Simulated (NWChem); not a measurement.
Program: NWChem. System: AgI, charge 0, spin multiplicity 1, at a geometry optimised with PBE/def2-SVP with def2 effective core potentials on Ag, I. The structure started from a generated list of species. Level: G0W0@PBE0/def2-TZVP with def2 effective core potentials on Ag, I, RI basis def2-tzvp-rifit, no spin-orbit coupling.

Input file:

```
start mol
memory heap 200 mb stack 700 mb global 1700 mb
geometry units angstroms nocenter noautoz
  Ag     0.000000     0.000000    -1.370041
  I      0.000000     0.000000     1.214942
  symmetry group C2v
end
basis spherical
  * library def2-tzvp
end
ecp
  Ag library def2-ecp
  I library def2-ecp
end
basis "ri basis" bse spherical
  * library def2-tzvp-rifit
end
dft
  xc pbe0
  iterations 100
  direct
  tolerances tight
end
task dft energy
gw
  states alpha occ 4 vir 2
end
task dft gw
```

Part of the output:

```
             Northwest Computational Chemistry Package (NWChem) 7.3.0
             --------------------------------------------------------

                                NWChem Input Module
                                -------------------

 Scaling coordinates for geometry "geometry" by  1.889725989
 (inverse scale =  0.529177249)

 Turning off AUTOSYM since
 SYMMETRY directive was detected!

                             Geometry "geometry" -> ""
                             -------------------------

 Output coordinates in angstroms (scale by  1.889725989 to convert to a.u.)

  No.       Tag          Charge          X              Y              Z
 ---- ---------------- ---------- -------------- -------------- --------------
    1 Ag                  47.0000     0.00000000     0.00000000    -1.37004100
    2 I                   53.0000     0.00000000     0.00000000     1.21494200

 Effective nuclear repulsion energy (a.u.)     509.9377935013

            Nuclear Dipole moment (a.u.)
            ----------------------------
        X                 Y               Z
 ---------------- ---------------- ----------------
     0.0000000000     0.0000000000    -0.0000018897

      Symmetry information
      --------------------

 Group name             C2v
 Group number             16
 Group order               4
 No. of unique centers     2

      Symmetry unique atoms

     1    2


 Summary of "ao basis" -> "" (spherical)
 ------------------------------------------------------------------------------
       Tag                 Description            Shells   Functions and Types
 ---------------- ------------------------------  ------  ---------------------
 *                         def2-tzvp                  on all atoms

 Summary of "ri basis" -> "" (spherical)
 ------------------------------------------------------------------------------
       Tag                 Description            Shells   Functions and Types
 ---------------- ------------------------------  ------  ---------------------
 *                      def2-tzvp-rifit               on all atoms

                                 NWChem DFT Module
                                 -----------------

 Summary of "ao basis" -> "ao basis" (spherical)
 ------------------------------------------------------------------------------
       Tag                 Description            Shells   Functions and Types
 ---------------- ------------------------------  ------  ---------------------
 Ag                        def2-tzvp                14       40   6s4p3d1f
 I                         def2-tzvp                16       50   6s5p3d2f

 Summary of "ao basis" -> "ao basis" (spherical)
 ------------------------------------------------------------------------------
       Tag                 Description            Shells   Functions and Types
 ---------------- ------------------------------  ------  ---------------------
 Ag                        def2-tzvp                14       40   6s4p3d1f
 I                         def2-tzvp                16       50   6s5p3d2f

      Symmetry analysis of basis
      --------------------------

        a1         39
        a2          9
        b1         21
        b2         21

            General Information
            -------------------
          SCF calculation type: DFT
          Wavefunction type:  closed shell.
          No. of atoms     :     2
          No. of electrons :    44
           Alpha electrons :    22
            Beta electrons :    22
          Charge           :     0
          Spin multiplicity:     1
          Use of symmetry is: on ; symmetry adaption is: on
          Maximum number of iterations: 100
          This is a Direct SCF calculation.
          AO basis - number of functions:    90
                     number of shells:    30
          Convergence on energy requested:  1.00D-06
          Convergence on density requested:  1.00D-05
          Convergence on gradient requested:  5.00D-04

              XC Information
              --------------
                         PBE0 Method XC Functional
                     Hartree-Fock (Exact) Exchange  0.250
          PerdewBurkeErnzerhof Exchange Functional  0.750
            Perdew 1991 LDA Correlation Functional  1.000 local
           PerdewBurkeErnz. Correlation Functional  1.000 non-local

             Grid Information
             ----------------
          Grid used for XC integration:  medium
          Radial quadrature: Mura-Knowles
          Angular quadrature: Lebedev.
          Tag              B.-S. Rad. Rad. Pts. Rad. Cut. Ang. Pts.
          ---              ---------- --------- --------- ---------
          Ag                  1.60      123          11.0       590
          I                   1.40      123          11.0       590
          Grid pruning is: on
          Number of quadrature shells:   246
          Spatial weights used:  Erf1

          Convergence Information
          -----------------------
          Convergence aids based upon iterative change in
          total energy or number of iterations.
          Levelshifting, if invoked, occurs when the
          HOMO/LUMO gap drops below (HL_TOL):  1.00D-02
          DIIS, if invoked, will attempt to extrapolate
          using up to (NFOCK): 10 stored Fock matrices.

                    Damping( 0%)  Levelshifting(0.5)       DIIS
                  --------------- ------------------- ---------------
          dE  on:    start            ASAP                start
          dE off:    2 iters        100 iters           100 iters

      Screening Tolerance Information
[...]
 d= 0,ls=0.0,diis     1   -444.6961231297 -5.42D+02  9.14D-03  6.16D-01     2.1

 !! scf_movecs_sym_adapt:   42 vectors were symmetry contaminated

  Symmetry fudging

 !! scf_movecs_sym_adapt:   40 vectors were symmetry contaminated

 d= 0,ls=0.0,diis     2   -444.6443503718  5.18D-02  5.65D-03  1.59D+00     3.1

 !! scf_movecs_sym_adapt:   42 vectors were symmetry contaminated

  Symmetry fudging

 !! scf_movecs_sym_adapt:   42 vectors were symmetry contaminated

 d= 0,ls=0.0,diis     3   -444.7534326041 -1.09D-01  1.30D-03  6.42D-03     4.5

 !! scf_movecs_sym_adapt:   44 vectors were symmetry contaminated

  Symmetry fudging

 !! scf_movecs_sym_adapt:   42 vectors were symmetry contaminated

 d= 0,ls=0.0,diis     4   -444.7534987900 -6.62D-05  6.69D-04  5.36D-03     6.2

 !! scf_movecs_sym_adapt:   44 vectors were symmetry contaminated

  Symmetry fudging

 !! scf_movecs_sym_adapt:   40 vectors were symmetry contaminated

 d= 0,ls=0.0,diis     5   -444.7540726334 -5.74D-04  6.84D-05  4.47D-05     7.7

 !! scf_movecs_sym_adapt:   44 vectors were symmetry contaminated

  Symmetry fudging

 !! scf_movecs_sym_adapt:   40 vectors were symmetry contaminated

 d= 0,ls=0.0,diis     6   -444.7540769921 -4.36D-06  1.47D-05  1.95D-06     9.3

 !! scf_movecs_sym_adapt:   44 vectors were symmetry contaminated

  Symmetry fudging

 !! scf_movecs_sym_adapt:   42 vectors were symmetry contaminated

 d= 0,ls=0.0,diis     7   -444.7540772644 -2.72D-07  6.07D-06  1.30D-07    10.9

         Total DFT energy =     -444.754077264353
      One electron energy =     -973.889981375849
           Coulomb energy =      468.317881895776
    Exchange-Corr. energy =      -36.420216207843
 Nuclear repulsion energy =       97.238238423563

 Numeric. integr. density =       44.000000303468

     Total iterative time =      9.9s

                  Occupations of the irreducible representations
                  ----------------------------------------------

                     irrep           alpha         beta
                     --------     --------     --------
                     a1               10.0         10.0
                     a2                2.0          2.0
                     b1                5.0          5.0
                     b2                5.0          5.0

                       DFT Final Molecular Orbital Analysis
                       ------------------------------------

 Vector   20  Occ=2.000000D+00  E=-2.832912D-01  Symmetry=a1
              MO Center=  4.2D-15,  2.8D-15,  3.1D-01, r^2= 3.3D+00
   Bfn.  Coefficient  Atom+Function         Bfn.  Coefficient  Atom+Function
  ----- ------------  ---------------      ----- ------------  ---------------
    58     -0.420794  2 I  pz                 5      0.413342  1 Ag s
    52      0.352285  2 I  pz                55     -0.272565  2 I  pz
     3     -0.250380  1 Ag s                 21     -0.240230  1 Ag d  0
    61     -0.177915  2 I  pz                26     -0.136182  1 Ag d  0
     2      0.135456  1 Ag s                  4     -0.097744  1 Ag s

 Vector   21  Occ=2.000000D+00  E=-2.492896D-01  Symmetry=b2
              MO Center=  7.7D-31,  8.0D-17,  1.1D+00, r^2= 2.4D+00
   Bfn.  Coefficient  Atom+Function         Bfn.  Coefficient  Atom+Function
  ----- ------------  ---------------      ----- ------------  ---------------
    57      0.535598  2 I  py                51     -0.442874  2 I  py
    54      0.350349  2 I  py                60      0.280500  2 I  py
    20     -0.138274  1 Ag d -1              25     -0.077055  1 Ag d -1
    14      0.059691  1 Ag py                48     -0.056300  2 I  py
     8     -0.043693  1 Ag py                30     -0.027881  1 Ag d -1

 Vector   22  Occ=2.000000D+00  E=-2.492896D-01  Symmetry=b1
              MO Center=  1.7D-16,  1.4D-31,  1.1D+00, r^2= 2.4D+00
   Bfn.  Coefficient  Atom+Function         Bfn.  Coefficient  Atom+Function
  ----- ------------  ---------------      ----- ------------  ---------------
    56      0.535598  2 I  px                50     -0.442874  2 I  px
    53      0.350349  2 I  px                59      0.280500  2 I  px
    22      0.138274  1 Ag d  1              27      0.077055  1 Ag d  1
    13      0.059691  1 Ag px                47     -0.056300  2 I  px
     7     -0.043693  1 Ag px                32      0.027881  1 Ag d  1

 Vector   23  Occ=0.000000D+00  E=-1.152272D-01  Symmetry=a1
              MO Center=  2.6D-15, -2.3D-16, -1.7D+00, r^2= 4.9D+00
   Bfn.  Coefficient  Atom+Function         Bfn.  Coefficient  Atom+Function
  ----- ------------  ---------------      ----- ------------  ---------------
     5      0.626837  1 Ag s                  6      0.458302  1 Ag s
     3     -0.298356  1 Ag s                 58      0.255592  2 I  pz
    61      0.215575  2 I  pz                52     -0.200240  2 I  pz
    15     -0.182321  1 Ag pz                18     -0.170654  1 Ag pz
     2      0.164468  1 Ag s                 55      0.161390  2 I  pz

 Vector   24  Occ=0.000000D+00  E=-5.772281D-03  Symmetry=b1
              MO Center= -3.5D-15,  2.7D-31, -1.4D+00, r^2= 7.1D+00
   Bfn.  Coefficient  Atom+Function         Bfn.  Coefficient  Atom+Function
  ----- ------------  ---------------      ----- ------------  ---------------
    16      0.851442  1 Ag px                13      0.291703  1 Ag px
    59     -0.263892  2 I  px                 7     -0.176846  1 Ag px
    50      0.104468  2 I  px                53     -0.102803  2 I  px
    56     -0.084762  2 I  px                75      0.066333  2 I  d  1
    65     -0.041303  2 I  d  1              22     -0.027783  1 Ag d  1

 Vector   25  Occ=0.000000D+00  E=-5.772281D-03  Symmetry=b2
              MO Center=  1.1D-31,  1.0D-15, -1.4D+00, r^2= 7.1D+00
   Bfn.  Coefficient  Atom+Function         Bfn.  Coefficient  Atom+Function
  ----- ------------  ---------------      ----- ------------  ---------------
    17      0.851442  1 Ag py                14      0.291703  1 Ag py
    60     -0.263892  2 I  py                 8     -0.176846  1 Ag py
    51      0.104468  2 I  py                54     -0.102803  2 I  py
    57     -0.084762  2 I  py                73     -0.066333  2 I  d -1
    63      0.041303  2 I  d -1              20      0.027783  1 Ag d -1

 center of mass
 --------------
 x =   0.00000000 y =   0.00000000 z =   0.06233419

 moments of inertia (a.u.)
 ------------------
        1384.585324287045           0.000000000000           0.000000000000
           0.000000000000        1384.585324287045           0.000000000000
           0.000000000000           0.000000000000           0.000000000000

     Multipole analysis of the density
     ---------------------------------

     L   x y z        total         alpha         beta         nuclear
     -   - - -        -----         -----         ----         -------
     0   0 0 0     -0.000000    -22.000000    -22.000000     44.000000

     1   1 0 0      0.000000      0.000000      0.000000      0.000000
     1   0 1 0      0.000000      0.000000      0.000000      0.000000
     1   0 0 1     -1.989900     -5.098274     -5.098274      8.206647

     2   2 0 0    -34.987503    -17.493751    -17.493751      0.000000
     2   1 1 0      0.000000      0.000000      0.000000      0.000000
     2   1 0 1     -0.000000     -0.000000     -0.000000      0.000000
     2   0 2 0    -34.987503    -17.493751    -17.493751      0.000000
     2   0 1 1     -0.000000     -0.000000     -0.000000      0.000000
     2   0 0 2    -28.495071   -143.815277   -143.815277    259.135482

 Task  times  cpu:       10.9s     wall:       10.9s

                                NWChem Input Module
                                -------------------

                                 NWChem GW Module
                                 ----------------

                             ***********************
                             ***        GW       ***
                             ***********************

 Summary of "ri basis" -> "ri basis" (spherical)
 ------------------------------------------------------------------------------
       Tag                 Description            Shells   Functions and Types
 ---------------- ------------------------------  ------  ---------------------
 Ag                     def2-tzvp-rifit             31      143   8s7p6d5f3g2h
 I                      def2-tzvp-rifit             38      184   9s8p8d6f4g3h

                 Memory Information
                 ------------------
          Available GA per process is          1699.9 MBs
          Available stack per process is        700.0 MBs
          Available heap per process is           0.0 MBs

          Peak memory in Initialization
              Peak GA per process is                  6.2 MBs
              Peak stack per process is               0.1 MBs
              Peak heap per process is                6.7 MBs
              Memory not in MA per process            0.0 MBs

          Peak memory in AFF Calculation
              Peak GA per process is                 26.1 MBs
              Peak stack per process is              17.1 MBs
              Peak heap per process is                0.0 MBs
              Memory not in MA per process           17.1 MBs

          Computing 2-center integrals
          Computing Inverse Cholesky factor
          Computing 3-center integrals
          Computing V_xc ...

          Computing Sigma_x
          Computing RPA polarizability
          Solving quasiparticle equations

                  Alpha Orbitals
          State     Energy (eV)     Error (eV)
          -----------------------------------
@GW        19        -12.209           0.004
@GW        20         -9.383           0.004
@GW        21         -8.473           0.004
@GW        22         -8.473           0.004
@GW        23         -1.252           0.004
@GW        24          1.307           0.003

   Applying  -1.6895 eV scissor-shift to rest of particle states

   Applying   1.8833 eV scissor-shift to rest of hole states

     GW Timing Statistics
   ------------------------
   Init.   :          0.2s
     ERIs  :          1.0s
     Distr.:          0.0s
     Vxc   :          1.9s
   Sigma_x :          0.0s
   RPA     :          0.8s
   Wmn     :          0.0s
   Sigma_c :          0.0s
   GW total:          4.1s

 Task  times  cpu:        4.1s     wall:        4.1s

 Total times  cpu:       15.0s     wall:       15.0s
```
